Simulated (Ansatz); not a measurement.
HgCl₂. Charge 0, multiplicity 1. Geometry B3LYP-D4/def2-TZVP, basis def2-TZVP, Ansatz.

```tsv
atom	x (Å)	y (Å)	z (Å)
Hg1	-0.001	-0.002	-0.001
Cl2	1.103	-0.872	1.800
Cl3	-1.102	0.874	-1.799
```

```tsv
run	HOMO (eV)	LUMO (eV)
A	-8.65	-2.79
B	-7.48	-3.32
C	-12.13	1.01
D	-8.53	-2.88
E	-11.70	-0.20
F	-8.39	-2.95
```

In the def2 sets Hg takes a core potential; there is no spin–orbit coupling. LC-ωPBE has ω = 0.4 bohr⁻¹. B3LYP takes the VWN-RPA correlation. HSE06 is defined as in plane-wave codes, on full-range PBE exchange.

Problem. The runs used B3LYP, HF, HSE06, LC-ωPBE, r2SCANh, revPBE. Estimate which is which.

Solution. A B3LYP (20 % exact exchange); B revPBE (0 % exact exchange); C HF (100 % exact exchange); D HSE06 (range-separated); E LC-ωPBE (range-separated); F r2SCANh (10 % exact exchange). Exact exchange lowers occupied and raises empty levels; among semilocal functionals meta-GGAs tend to open the gap a little, and such runs are hard to tell apart. The gap grows from 4.16 eV (revPBE) to 13.14 eV (HF).
